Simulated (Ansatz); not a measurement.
GaCl2OH⁻, that is GaCl2(OH) with one electron more. Total charge -1; doublet. Geometry PBE0-D4/def2-SVP, that of the neutral singlet; atoms count from 1.

Cartesian coordinates in Å:
```
Ga -0.270 0.202 -0.211
Cl -1.079 2.131 -0.549
Cl -1.018 -1.480 -1.284
O 1.026 0.026 0.972
H 1.341 -0.879 1.072
```

The highest occupied level of the charge -1 doublet lies above zero (up to 1.12 eV). By energy differences its removal costs 0.31 eV (vertical, to the charge 0 singlet, at PBE0-D4/def2-TZVPD); a positive level beside a positive removal energy at the same level points to self-interaction error.

Estimate the Mulliken populations from the PBE0/def2-TZVPD orbitals of Ansatz.


```tsv
atom	charge (e)	spin (α − β)
Ga1	-0.98	1.77
Cl2	-0.10	-0.20
Cl3	-0.10	-0.22
O4	0.00	-0.44
H5	0.18	0.09
```
Mulliken values and Mayer orders depend strongly on the basis. With diffuse functions, as here, like atoms can get unlike values, and bond orders can come out too low or too high.

Where does the spin sit?

Summed by element: Ga 1.77, Cl -0.42, O -0.44, H 0.09, of 1 unpaired in all. Largest on single atoms: Ga1 1.77, O4 -0.44, Cl3 -0.22.
